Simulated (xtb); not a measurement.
xtb input (GFN2-xTB):

```bash
xtb mol.xyz --gfn 2 --ohess tight --chrg -1 --uhf 0
```
mol.xyz:
```
8

C     -1.65145618     0.43511883     0.90447356
B     -0.43668388     0.11993471     0.21452812
S      0.62626164     1.30817729    -0.79608713
S      0.35575984    -1.63237276     0.20846829
H     -2.19710523     1.37339755     0.80844339
H     -2.16613756    -0.29008813     1.54734077
H     -0.04881214     2.45670807    -0.41111162
H      1.61582125    -1.30606856     0.24507249
```

End of the output:

```
   ------------------------------------------------------------------------

         :::::::::::::::::::::::::::::::::::::::::::::::::::::
Note: The following floating-point exceptions are signalling: IEEE_UNDERFLOW_FLAG IEEE_DENORMAL
normal termination of xtb
         ::                  THERMODYNAMIC                  ::
         :::::::::::::::::::::::::::::::::::::::::::::::::::::
         :: total free energy         -12.107419563732 Eh   ::
         ::.................................................::
         :: total energy              -12.121791849089 Eh   ::
         :: zero point energy           0.044720204115 Eh   ::
         :: G(RRHO) w/o ZPVE           -0.030347918758 Eh   ::
         :: G(RRHO) contrib.            0.014372285356 Eh   ::
         :::::::::::::::::::::::::::::::::::::::::::::::::::::

optimized geometry written to: xtbopt.xyz

           -------------------------------------------------
          | TOTAL ENERGY              -12.121791849089 Eh   |
          | TOTAL ENTHALPY            -12.069576991445 Eh   |
          | TOTAL FREE ENERGY         -12.107419563732 Eh   |
          | GRADIENT NORM               0.000437526020 Eh/α |
          | HOMO-LUMO GAP               3.548661614137 eV   |
           -------------------------------------------------

------------------------------------------------------------------------
------------------------------------------------------------------------
 total:
 SCF:
 ANC optimizer:
 analytical hessian:
```

It need not be the lowest isomer of its formula. Whether it binds its extra electron was not tested at this geometry.
